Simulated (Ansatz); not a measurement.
Ansatz (an electronic-structure program) input for Zn(SH)(SMe) (CH₄S₂Zn), SMILES C[S][Zn][SH], PBE0-D3(BJ)/def2-SVP. 

Ansatz 0.2 input:
```yaml
crystal:
  periodic: [false, false, false]
  atoms:
    - {symbol: Zn, position_ang: [-0.38198527, -0.03780011, 0.66542445]}
    - {symbol: S, position_ang: [-1.20009071, 1.84308620, -0.34534354]}
    - {symbol: H, position_ang: [-2.10707685, 2.18346803, 0.54890290]}
    - {symbol: S, position_ang: [1.25111988, -1.49132925, 0.04315011]}
    - {symbol: C, position_ang: [1.40057046, -0.78427896, -1.63345823]}
    - {symbol: H, position_ang: [0.70192230, -1.28125134, -2.30093939]}
    - {symbol: H, position_ang: [2.41909042, -0.98155716, -1.95355418]}
    - {symbol: H, position_ang: [1.22573295, 0.29090643, -1.62129839]}
basis:
  gaussian:
    orbitals: def2-SVP
hamiltonian:
  xc: pbe0
  dispersion: d3bj
relax: {f_tol: 0.002, max_steps: 200}
```

It prints:

```
Functional definition: PBE0
integrals: 0.05 GiB planned
1043 factors; integrals over basis functions are off by at most 3.3e-4 eV
mean field: 0.48 GiB planned
mean field evaluation 1: about -71158.8763 eV, gradient 4.5e1 eV
mean field evaluation 2: about -71154.4435 eV, gradient 6.2e1 eV
mean field evaluation 4: about -71163.7031 eV, gradient 2.1e0 eV
mean field evaluation 8: about -71163.7764 eV, gradient 1.6e-1 eV
mean field evaluation 16: about -71163.7765 eV, gradient 4.4e-5 eV
mean field -71163.77648343 eV, -2615.2205492261 hartree, gradient 4.4e-5 eV, S^2 0.000000; 0 other end points of the search recorded, 0 dependent functions left out
the calculation of the forces begins
reference -71163.77651399 eV, -2615.2205503488 hartree; 36, 36 occupied and 65, 65 virtual orbitals, 1043 factors
relax step   1: F+E_penalty+E_count = -71163.95901560 eV  Δ(F+E_penalty+E_count) = +0.000e0 eV  max|allowed force component| = 1.218e0 eV/Å  Δτ_max = 0.0000 Å  (28 SCF iters, accepted)
these checks for a lower state are left out or cut short: starts, cluster_reference, orbital_swaps, neighbouring_geometries, increment
integrals: 0.05 GiB planned
1043 factors; integrals over basis functions are off by at most 3.5e-4 eV
mean field: 0.49 GiB planned
mean field -71163.99476708 eV, -2615.2285710019 hartree, gradient 1.7e-5 eV, S^2 0.000000; 0 other end points of the search recorded, 0 dependent functions left out
the calculation of the forces begins
reference -71163.99479763 eV, -2615.2285721248 hartree; 36, 36 occupied and 65, 65 virtual orbitals, 1043 factors
relax step   2: F+E_penalty+E_count = -71164.17736236 eV  Δ(F+E_penalty+E_count) = -2.183e-1 eV  max|allowed force component| = 5.436e-1 eV/Å  Δτ_max = 0.1968 Å  (29 SCF iters, accepted)
these checks for a lower state are left out or cut short: starts, cluster_reference, orbital_swaps, neighbouring_geometries, increment
integrals: 0.05 GiB planned
1043 factors; integrals over basis functions are off by at most 3.8e-4 eV
mean field: 0.49 GiB planned
mean field -71164.10048731 eV, -2615.2324561488 hartree, gradient 8.3e-6 eV, S^2 0.000000; 0 other end points of the search recorded, 0 dependent functions left out
the calculation of the forces begins
reference -71164.10051786 eV, -2615.2324572714 hartree; 36, 36 occupied and 65, 65 virtual orbitals, 1043 factors
relax step   3: F+E_penalty+E_count = -71164.28158402 eV  Δ(F+E_penalty+E_count) = -1.042e-1 eV  max|allowed force component| = 6.888e-1 eV/Å  Δτ_max = 0.1948 Å  (29 SCF iters, accepted)
these checks for a lower state are left out or cut short: starts, cluster_reference, orbital_swaps, neighbouring_geometries, increment
integrals: 0.05 GiB planned
1043 factors; integrals over basis functions are off by at most 3.8e-4 eV
mean field: 0.48 GiB planned
mean field evaluation 32: about -71163.9871 eV, gradient 6.3e0 eV
mean field -71164.17582011 eV, -2615.2352245780 hartree, gradient 1.7e-5 eV, S^2 0.000000; 0 other end points of the search recorded, 0 dependent functions left out
the calculation of the forces begins
reference -71164.17585094 eV, -2615.2352257110 hartree; 36, 36 occupied and 65, 65 virtual orbitals, 1043 factors
relax step   4: F+E_penalty+E_count = -71164.35173919 eV  Δ(F+E_penalty+E_count) = -7.016e-2 eV  max|allowed force component| = 4.586e-1 eV/Å  Δτ_max = 0.1929 Å  (29 SCF iters, accepted)
these checks for a lower state are left out or cut short: starts, cluster_reference, orbital_swaps, neighbouring_geometries, increment
integrals: 0.05 GiB planned
1043 factors; integrals over basis functions are off by at most 3.9e-4 eV
mean field: 0.48 GiB planned
mean field -71164.23281885 eV, -2615.2373192434 hartree, gradient 2.2e-5 eV, S^2 0.000000; 0 other end points of the search recorded, 0 dependent functions left out
the calculation of the forces begins
reference -71164.23284986 eV, -2615.2373203827 hartree; 36, 36 occupied and 65, 65 virtual orbitals, 1043 factors
relax step   5: F+E_penalty+E_count = -71164.40453626 eV  Δ(F+E_penalty+E_count) = -5.280e-2 eV  max|allowed force component| = 3.970e-1 eV/Å  Δτ_max = 0.1950 Å  (28 SCF iters, accepted)
these checks for a lower state are left out or cut short: starts, cluster_reference, orbital_swaps, neighbouring_geometries, increment
integrals: 0.05 GiB planned
1043 factors; integrals over basis functions are off by at most 4.0e-4 eV
mean field: 0.48 GiB planned
mean field -71164.27285755 eV, -2615.2387906383 hartree, gradient 2.0e-5 eV, S^2 0.000000; 0 other end points of the search recorded, 0 dependent functions left out
the calculation of the forces begins
[...]
relax step  17: F+E_penalty+E_count = -71164.48183120 eV  Δ(F+E_penalty+E_count) = +7.387e-3 eV  max|allowed force component| = 4.813e-1 eV/Å  Δτ_max = 0.1495 Å  (29 SCF iters, rejected (line search))
these checks for a lower state are left out or cut short: starts, cluster_reference, orbital_swaps, neighbouring_geometries, increment
integrals: 0.05 GiB planned
1043 factors; integrals over basis functions are off by at most 4.5e-4 eV
mean field: 0.48 GiB planned
mean field -71164.32279353 eV, -2615.2406257518 hartree, gradient 1.7e-5 eV, S^2 0.000000; 0 other end points of the search recorded, 0 dependent functions left out
the calculation of the forces begins
reference -71164.32282497 eV, -2615.2406269073 hartree; 36, 36 occupied and 65, 65 virtual orbitals, 1043 factors
relax step  18: F+E_penalty+E_count = -71164.48994025 eV  Δ(F+E_penalty+E_count) = -7.225e-4 eV  max|allowed force component| = 8.093e-3 eV/Å  Δτ_max = 0.0634 Å  (29 SCF iters, accepted)
these checks for a lower state are left out or cut short: starts, cluster_reference, orbital_swaps, neighbouring_geometries, increment
integrals: 0.05 GiB planned
1043 factors; integrals over basis functions are off by at most 5.0e-4 eV
mean field: 0.48 GiB planned
mean field -71164.32246408 eV, -2615.2406136446 hartree, gradient 1.7e-5 eV, S^2 0.000000; 0 other end points of the search recorded, 0 dependent functions left out
the calculation of the forces begins
reference -71164.32249548 eV, -2615.2406147984 hartree; 36, 36 occupied and 65, 65 virtual orbitals, 1043 factors
relax step  19: F+E_penalty+E_count = -71164.48978868 eV  Δ(F+E_penalty+E_count) = +1.516e-4 eV  max|allowed force component| = 1.201e-1 eV/Å  Δτ_max = 0.0748 Å  (29 SCF iters, rejected (line search))
these checks for a lower state are left out or cut short: starts, cluster_reference, orbital_swaps, neighbouring_geometries, increment
integrals: 0.05 GiB planned
1043 factors; integrals over basis functions are off by at most 4.5e-4 eV
mean field: 0.48 GiB planned
mean field -71164.32228412 eV, -2615.2406070312 hartree, gradient 1.6e-5 eV, S^2 0.000000; 0 other end points of the search recorded, 0 dependent functions left out
the calculation of the forces begins
reference -71164.32231557 eV, -2615.2406081869 hartree; 36, 36 occupied and 65, 65 virtual orbitals, 1043 factors
relax step  20: F+E_penalty+E_count = -71164.48954797 eV  Δ(F+E_penalty+E_count) = +3.923e-4 eV  max|allowed force component| = 5.383e-2 eV/Å  Δτ_max = 0.0321 Å  (29 SCF iters, rejected (line search))
these checks for a lower state are left out or cut short: starts, cluster_reference, orbital_swaps, neighbouring_geometries, increment
integrals: 0.05 GiB planned
1043 factors; integrals over basis functions are off by at most 4.5e-4 eV
mean field: 0.48 GiB planned
mean field -71164.32287233 eV, -2615.2406286475 hartree, gradient 9.2e-6 eV, S^2 0.000000; 0 other end points of the search recorded, 0 dependent functions left out
the calculation of the forces begins
reference -71164.32290376 eV, -2615.2406298027 hartree; 36, 36 occupied and 65, 65 virtual orbitals, 1043 factors
relax step  21: F+E_penalty+E_count = -71164.49010032 eV  Δ(F+E_penalty+E_count) = -1.601e-4 eV  max|allowed force component| = 3.331e-3 eV/Å  Δτ_max = 0.0161 Å  (24 SCF iters, accepted)
these checks for a lower state are left out or cut short: starts, cluster_reference, orbital_swaps, neighbouring_geometries, increment
integrals: 0.05 GiB planned
1043 factors; integrals over basis functions are off by at most 4.7e-4 eV
mean field: 0.48 GiB planned
mean field evaluation 160: about -71164.3227 eV, gradient 3.0e-4 eV
mean field -71164.32273421 eV, -2615.2406235717 hartree, gradient 1.6e-5 eV, S^2 0.000000; 0 other end points of the search recorded, 0 dependent functions left out
the calculation of the forces begins
reference -71164.32276559 eV, -2615.2406247249 hartree; 36, 36 occupied and 65, 65 virtual orbitals, 1043 factors
relax step  22: F+E_penalty+E_count = -71164.49023346 eV  Δ(F+E_penalty+E_count) = -1.331e-4 eV  max|allowed force component| = 2.781e-2 eV/Å  Δτ_max = 0.0488 Å  (29 SCF iters, accepted)
these checks for a lower state are left out or cut short: starts, cluster_reference, orbital_swaps, neighbouring_geometries, increment
integrals: 0.05 GiB planned
1043 factors; integrals over basis functions are off by at most 4.8e-4 eV
mean field: 0.48 GiB planned
mean field -71164.32285172 eV, -2615.2406278901 hartree, gradient 2.3e-5 eV, S^2 0.000000; 0 other end points of the search recorded, 0 dependent functions left out
the calculation of the forces begins
reference -71164.32288313 eV, -2615.2406290446 hartree; 36, 36 occupied and 65, 65 virtual orbitals, 1043 factors
relax step  23: F+E_penalty+E_count = -71164.49026152 eV  Δ(F+E_penalty+E_count) = -2.805e-5 eV  max|allowed force component| = 1.552e-2 eV/Å  Δτ_max = 0.0088 Å  (24 SCF iters, accepted)
these checks for a lower state are left out or cut short: starts, cluster_reference, orbital_swaps, neighbouring_geometries, increment
integrals: 0.05 GiB planned
1043 factors; integrals over basis functions are off by at most 4.8e-4 eV
mean field: 0.48 GiB planned
mean field -71164.32285315 eV, -2615.2406279428 hartree, gradient 1.7e-5 eV, S^2 0.000000; 0 other end points of the search recorded, 0 dependent functions left out
the calculation of the forces begins
reference -71164.32288456 eV, -2615.2406290969 hartree; 36, 36 occupied and 65, 65 virtual orbitals, 1043 factors
relax step  24: F+E_penalty+E_count = -71164.49029075 eV  Δ(F+E_penalty+E_count) = -2.924e-5 eV  max|allowed force component| = 2.805e-3 eV/Å  Δτ_max = 0.0035 Å  (23 SCF iters, accepted)
these checks for a lower state are left out or cut short: starts, cluster_reference, orbital_swaps, neighbouring_geometries, increment
integrals: 0.05 GiB planned
1043 factors; integrals over basis functions are off by at most 4.8e-4 eV
mean field: 0.48 GiB planned
mean field -71164.32285479 eV, -2615.2406280031 hartree, gradient 5.9e-5 eV, S^2 0.000000; 0 other end points of the search recorded, 0 dependent functions left out
the calculation of the forces begins
reference -71164.32288620 eV, -2615.2406291571 hartree; 36, 36 occupied and 65, 65 virtual orbitals, 1043 factors
relax step  25: F+E_penalty+E_count = -71164.49029257 eV  Δ(F+E_penalty+E_count) = -1.821e-6 eV  max|allowed force component| = 3.787e-4 eV/Å  Δτ_max = 0.0019 Å  (20 SCF iters, accepted)
integrals: 0.05 GiB planned
1043 factors; integrals over basis functions are off by at most 4.8e-4 eV
mean field: 0.48 GiB planned
mean field evaluation 192: about -71164.3229 eV, gradient 6.2e-3 eV
mean field -71164.32285479 eV, -2615.2406280031 hartree, gradient 5.9e-5 eV, S^2 0.000000; 1 other end points of the search recorded, 0 dependent functions left out
the calculation of the forces begins
reference -71164.32288620 eV, -2615.2406291571 hartree; 36, 36 occupied and 65, 65 virtual orbitals, 1043 factors
Total energy: -71164.49032398 eV, -2615.2467823822 hartree
Atom 0 at    -0.123589     0.752658     0.276803 Å, force    -0.000045    -0.000261    -0.000105 eV/Å
Atom 1 at    -1.613874     2.332372     0.429337 Å, force     0.000074    -0.000028     0.000118 eV/Å
Atom 2 at    -2.637266     1.448165     0.463109 Å, force     0.000073     0.000054    -0.000033 eV/Å
Atom 3 at     1.371130    -0.816565     0.125497 Å, force    -0.000063     0.000379     0.000202 eV/Å
Atom 4 at     1.535558    -0.954428    -1.691770 Å, force    -0.000020    -0.000293     0.000090 eV/Å
Atom 5 at     0.595931    -1.258758    -2.173418 Å, force     0.000013    -0.000008    -0.000233 eV/Å
Atom 6 at     2.282526    -1.738731    -1.878063 Å, force    -0.000023     0.000121    -0.000004 eV/Å
Atom 7 at     1.898867    -0.023469    -2.148612 Å, force    -0.000009     0.000037    -0.000034 eV/Å
Dipole moment:    -0.073800    -0.179846    -0.279762 e Å
```

The run converged.
